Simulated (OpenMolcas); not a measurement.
A run on Co4+ among 4 point charges of -3 e arranged as a square (D4h), 1.73 Å from the ion.

| Property | Result |
| --- | --- |
| Program | OpenMolcas |
| Method | SS-CASPT2, IPEA 0.25 Eh, imaginary shift 0.1 Eh (closed shells correlated: 3s 3p) |
| Basis | ANO-RCC-VTZP [6s5p3d2f1g] |
| Scalar Hamiltonian | DKH2, point nucleus |
| Active space | 5 electrons in 5 orbitals (3d) |
| State averaging | 2S+1 = 6 even, 1 root; 2S+1 = 4 even, 24 roots; 2S+1 = 2 even, 75 roots |
| Spin-orbit coupling | RASSI with atomic mean-field integrals over the reference wave functions |

First CASPT2 step and the start of its output:

```
&CASPT2
Multistate=1 1
Frozen=2 3
IPEA=0.25
Imaginary=0.1
MaxIter=60
WThr=0.0 0.3 0.05
PrWF=0.5
NoMix
```

```
--- CASPT2 ---
Orbital specifications:
      -----------------------

      Symmetry species                           1   2
                                                ag  au
      Frozen orbitals                            2   3
      Inactive orbitals                          1   3
      Active orbitals                            5   0
      Secondary orbitals                        22  23
      Deleted orbitals                           0   0
      Number of basis functions                 30  29
Type of calculation                        SS-CASPT2
      Fock operator                              state-specific
      IPEA shift                                 0.25
      Real shift                                 0.00
      Imaginary shift                            0.10
      The input orbitals will be transformed to quasi-canonical
Reference energy:       -1402.7486834406
      E2 (Non-variational):      -0.3372417265
      Shift correction:          -0.0000537126
      E2 (Variational):          -0.3372954391
      Total energy:           -1403.0859788797
      Residual norm:              0.0000001445
      Reference weight:           0.96481
      Contributions to the CASPT2 correlation energy
      Active & Virtual Only:         -0.0607835644
      One Inactive Excited:          -0.1776781829
      Two Inactive Excited:          -0.0987799792
::    CASPT2 Root  1     Total energy:  -1403.08597888
--- CASPT2 ---
Orbital specifications:
      -----------------------

      Symmetry species                           1   2
                                                ag  au
      Frozen orbitals                            2   3
      Inactive orbitals                          1   3
      Active orbitals                            5   0
...
```

Over all roots the printed reference weights run from 0.36 to 0.96, and roots that are degenerate in the reference spread by up to 0.47 cm-1.

Problem. Did the run give usable levels, and if not, why?

Solution. No. The equations converged, but the reference weight falls to 0.36 for at least one root against 0.96 for the best. A drop of that size marks an intruder state, so the energies of such roots and the levels built on them can't be trusted.
